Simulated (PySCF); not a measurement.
Molfile (atoms numbered from 1):
```
C5H10OS2
     RDKit          3D

 18 18  0  0  0  0  0  0  0  0999 V2000
    0.0943    1.2405    2.1965 O   0  0  0  0  0  0  0  0  0  0  0  0
    0.5051   -0.1507    2.0092 S   0  0  0  0  0  4  0  0  0  0  0  0
    1.7456   -0.1187    0.6303 C   0  0  0  0  0  0  0  0  0  0  0  0
    1.2178    0.7376   -0.5018 C   0  0  0  0  0  0  0  0  0  0  0  0
    0.0006    0.1037   -1.1731 C   0  0  0  0  0  0  0  0  0  0  0  0
   -1.1569   -0.0306   -0.1925 C   0  0  1  0  0  0  0  0  0  0  0  0
   -2.6416   -0.7306   -1.0444 S   0  0  0  0  0  0  0  0  0  0  0  0
   -0.8202   -0.9335    0.9689 C   0  0  0  0  0  0  0  0  0  0  0  0
    2.6571    0.3035    1.0511 H   0  0  0  0  0  0  0  0  0  0  0  0
    1.9255   -1.1505    0.3366 H   0  0  0  0  0  0  0  0  0  0  0  0
    0.9380    1.7095   -0.0855 H   0  0  0  0  0  0  0  0  0  0  0  0
    2.0022    0.8995   -1.2447 H   0  0  0  0  0  0  0  0  0  0  0  0
   -0.3085    0.7248   -2.0170 H   0  0  0  0  0  0  0  0  0  0  0  0
    0.2587   -0.8843   -1.5644 H   0  0  0  0  0  0  0  0  0  0  0  0
   -1.4477    0.9491    0.1986 H   0  0  0  0  0  0  0  0  0  0  0  0
   -2.8417    0.3120   -1.8471 H   0  0  0  0  0  0  0  0  0  0  0  0
   -0.4525   -1.9063    0.6488 H   0  0  0  0  0  0  0  0  0  0  0  0
   -1.6845   -1.0684    1.6190 H   0  0  0  0  0  0  0  0  0  0  0  0
  1  2  2  0
  2  3  1  6
  3  4  1  0
  4  5  1  0
  5  6  1  0
  6  7  1  0
  6  8  1  0
  8  2  1  0
  3  9  1  0
  3 10  1  0
  4 11  1  0
  4 12  1  0
  5 13  1  0
  5 14  1  0
  6 15  1  1
  7 16  1  0
  8 17  1  0
  8 18  1  0
M  END
```

Geometry: GFN2-xTB; GIAO shifts from PySCF 2.14, gas phase, non-relativistic, averaged over equivalent atoms.

At PBE0/pcSseg-1 (200 basis functions, 40 s wall time on 1 thread of an Arm Neoverse V2, shared host):
```json
{"atoms": "O1", "δ (ppm)": "35.9"}
{"atoms": "C8", "δ (ppm)": "56.8"}
{"atoms": "C3", "δ (ppm)": "53.4"}
{"atoms": "C5", "δ (ppm)": "44.4"}
{"atoms": "C6", "δ (ppm)": "35.8"}
{"atoms": "C4", "δ (ppm)": "18.4"}
{"atoms": "H15", "δ (ppm)": "4.04"}
{"atoms": "H18", "δ (ppm)": "2.90"}
{"atoms": "H11", "δ (ppm)": "2.87"}
{"atoms": "H9", "δ (ppm)": "2.63"}
{"atoms": "H16", "δ (ppm)": "2.20"}
{"atoms": "H10", "δ (ppm)": "1.81"}
{"atoms": "H13", "δ (ppm)": "1.80"}
{"atoms": "H17", "δ (ppm)": "1.70"}
{"atoms": "H12", "δ (ppm)": "1.63"}
{"atoms": "H14", "δ (ppm)": "1.50"}
```

Chemical shifts δ = σref − σ; H2O for ¹⁷O (σref 336.08); TMS for ¹³C (σref 186.93), ¹H (σref 31.72), all at this level.

What do these become at HSE06/pcSseg-1?

## Answers


```csv
atoms,δ at HSE06/pcSseg-1,change
O1,37.5,+1.6
C8,57.2,+0.4
C3,53.8,+0.4
C5,44.7,+0.3
C6,36.2,+0.4
C4,18.6,+0.2
H15,4.06,+0.02
H18,2.90,+0.00
H11,2.88,+0.01
H9,2.63,+0.00
H16,2.19,-0.01
H10,1.82,+0.01
H13,1.80,+0.00
H17,1.71,+0.01
H12,1.63,+0.00
H14,1.50,+0.00
```

Referencing at the same level of theory: ¹⁷O (σ = 335.74 ppm) vs H2O; ¹³C (σ = 186.23 ppm), ¹H (σ = 31.72 ppm) against TMS.

The largest change is at O1 (S=O oxygen). Cost: 200 basis functions, 67 s wall time on 1 thread of an Intel Xeon Platinum 8375C, shared host. The order of the carbon signals is the same at both levels.

Experimental scales use liquid or dissolved standards, which lie at an offset from isolated H2O (liquid H2O: subtract about 36 ppm).
